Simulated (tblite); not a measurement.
Task: Give a GFN2-xTB geometry of `C=C[C@@H]1C[C@@]1(OC)C(=O)Cl`.

Result: 
```
atom  x, y, z in Å
C1     3.0043   -0.1338    0.9133
C2     1.7116   -0.3898    0.7993
C3     0.6967    0.6532    0.6051
C4    -0.6839    0.4903    1.1506
C5    -0.4815    0.3537   -0.3462
O6    -0.5164   -0.8968   -0.9331
C7    -1.7980   -1.5002   -0.9631
C8    -0.8804    1.5198   -1.1560
O9    -1.0063    2.6421   -0.7753
Cl10  -1.1202    1.1267   -2.8577
H11    3.3886    0.8721    0.8702
H12    3.7267   -0.9170    1.0618
H13    1.3390   -1.4032    0.8359
H14    1.0813    1.6641    0.5436
H15   -0.9052   -0.4204    1.6863
H16   -1.2063    1.3677    1.4982
H17   -2.1875   -1.6614    0.0476
H18   -1.6584   -2.4586   -1.4579
H19   -2.5141   -0.8994   -1.5301
```

Any rigid rotation of these coordinates is as good. Atoms count from 1 in this order. The 3-membered ring C3–C4–C5 has internal angles of 58.4° to 61.7°. Of the pairs four or more bonds apart, Cl10···H19 is among the closest relative to their van der Waals radii: 2.79 Å, 95 % of the sum of Bondi's values. The 3 C–O bonds span 1.192 Å (C8=O9, drawn double) to 1.417 Å (O6–C7, drawn single), a spread of 0.225 Å. The 6 C–C bonds span 1.323 Å (C1=C2, drawn double) to 1.544 Å (C3–C5, drawn single), a spread of 0.221 Å.

Bonds between heavy atoms (Å): C1=C2 1.323, C2–C3 1.468, C3–C4 1.493, C4–C5 1.517, C5–O6 1.382, O6–C7 1.417, C5–C8 1.475, C8=O9 1.192, C8–Cl10 1.763, C3–C5 1.544.

Structure optimised with GFN2-xTB, isolated species.

Point group: C1 (no symmetry element, even within 0.4 Å). Its GFN2-xTB frequencies are all real (lowest 42 cm⁻¹). The numbers are those of one conformer (C1–C2–C3–C4 -148°, C4–C5–O6–C7 70°, C4–C5–C8–O9 21°). 3 starts were optimised and ended at 0.00, 0.65 and 1.87 kcal/mol (GFN2-xTB); the lowest of these is shown.

These are computed values.
